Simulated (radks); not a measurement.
Results of a calculation; reference values are marked as such.
Mean orbital radii <r> (bohr) of neutral antimony, [Kr] 4d10 5s2 5p3, at several levels of relativity; Dirac values are averaged over j with weights 2j + 1. Spin-unpolarised spherical Kohn-Sham, PBE, point nucleus unless stated (finite: rms radius 4.6802 fm), a radial shooting solver on a logarithmic mesh with Libxc functionals. A level marked "c x" has the speed of light scaled by that factor and shares open shells by 2j + 1; other Dirac levels either fill j = l - 1/2 first or share by 2j + 1.

| shell | non-rel. | scalar-rel., finite nucleus | Dirac, 2j+1 shares | Dirac, c x 1.5 | change of magnitude, last against first (%) |
|---|---|---|---|---|---|
| 1s | 0.02982 | 0.02842 | 0.02842 | 0.02921 | -2.04 |
| 2s | 0.1287 | 0.1226 | 0.1222 | 0.1258 | -2.20 |
| 2p | 0.1097 | 0.1071 | 0.1069 | 0.1085 | -1.11 |
| 3s | 0.3440 | 0.3305 | 0.3302 | 0.3380 | -1.74 |
| 3p | 0.3347 | 0.3288 | 0.3284 | 0.3319 | -0.84 |
| 3d | 0.3056 | 0.3054 | 0.3055 | 0.3055 | -0.02 |
| 4s | 0.8210 | 0.7908 | 0.7908 | 0.8078 | -1.61 |
| 4p | 0.8652 | 0.8523 | 0.8520 | 0.8594 | -0.68 |
| 4d | 1.021 | 1.030 | 1.031 | 1.025 | +0.39 |
| 5s | 2.320 | 2.227 | 2.227 | 2.280 | -1.73 |
| 5p | 2.935 | 2.919 | 2.919 | 2.928 | -0.25 |
